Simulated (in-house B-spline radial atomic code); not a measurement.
A radial electron density 4πr²n(r) was computed for an atom or ion in its tabulated ground configuration with an all-electron radial atomic-structure program (B-spline basis); method: non-relativistic Hartree-Fock, average of configuration. Columns: r (bohr), 4πr²n(r) (electrons per bohr), bar.

```
 0.00578   0.2409 #
 0.00673   0.3205 #
 0.00783   0.4244 ##
 0.00911   0.5599 ##
  0.0106   0.7358 ###
  0.0123   0.9577 ####
  0.0144    1.259 #####
  0.0167    1.617 ######
  0.0194    2.067 ########
  0.0226    2.632 ###########
  0.0263    3.311 #############
  0.0307    4.132 #################
  0.0357    5.057 ####################
  0.0415    6.088 ########################
  0.0483    7.201 #############################
  0.0562     8.33 #################################
  0.0654    9.391 ######################################
  0.0761    10.27 #########################################
  0.0886    10.85 ###########################################
   0.103    11.01 ############################################
    0.12    10.64 ###########################################
    0.14    9.711 #######################################
   0.163    8.317 #################################
   0.189    6.677 ###########################
    0.22    4.966 ####################
   0.256    3.521 ##############
   0.298    2.575 ##########
   0.347    2.228 #########
   0.404    2.388 ##########
    0.47    2.795 ###########
   0.547    3.132 #############
   0.636    3.145 #############
   0.741    2.746 ###########
   0.862    2.056 ########
       1    1.309 #####
    1.17   0.6635 ###
    1.36   0.2774 #
    1.58   0.0909 
    1.84   0.0219 
    2.14 0.003829 
    2.49 0.0004531
```

Which atom or ion is it?
A. Ne6+
B. Mg8+
C. Al7+
D. F6+

A. The area under the curve, ∫4πr²n dr = ∫r·4πr²n d(ln r) on this logarithmic grid, is 4 electrons; among the options with that count, the innermost peak, which lies near 1/Z bohr, picks Z = 10. The configuration is [He] 2s2.
